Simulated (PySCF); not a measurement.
**Calibrating a computed gas-phase basicity (−ΔG)**

These are calculated values, ωB97X-D3(BJ)/def2-TZVP in PySCF (grid level 2) at geometries from PBE0-D3(BJ)/def2-SVP. Thermal corrections: PBE0-D3(BJ)/def2-SVP frequencies, unscaled, ideal gas at 298.15 K and 1 bar, quasi-RRHO entropy.

| molecule | computed / kJ/mol | measured / kJ/mol |
| --- | --- | --- |
| methanethial, `C=S` (CH2S) | 753 | 730 |
| isobutyl mercaptan, `CC(C)CS` (C4H10S) | 785 | 771 |
| `C1CP1` (C2H5P) | 799 | 768 |
| `c1ccpcc1` (C5H5P) | 809 | 785 |
| ch3c(S)och3, `COC(C)=S` (C3H6OS) | 838 | 816 |
| dimethyl sulfoxide, `CS(C)=O` (C2H6OS) | 871 | ? |
| dimethylphosphine, `CPC` (C2H7P) | 898 | 878 |
| triethylphosphine, `CCP(CC)CC` (C6H15P) | 970 | 952 |

Question: Fit a straight line to the complete rows and predict the measured value of dimethyl sulfoxide, `CS(C)=O` (C2H6OS).

Answer: measured = -39.8 + 1.022·computed (7 points, rms 5 kJ/mol, correlation 0.998). At 871 this gives 850 kJ/mol; the measured value is 854 kJ/mol, so the fit is off by 4.

Measured values: NIST Chemistry WebBook, evaluated or the median of agreeing entries.

`C1CP1` (C2H5P): the gap is larger than usual, and may come from another state, site, conformer or species, from the functional or basis, or from an outlying measurement.

(dimethyl sulfoxide) Run with `OMP_NUM_THREADS=1 python redox_run.py task.json out` on 1 thread of Arm Neoverse V2, a shared host. Structures, frequencies and single points: 3 min of wall time.
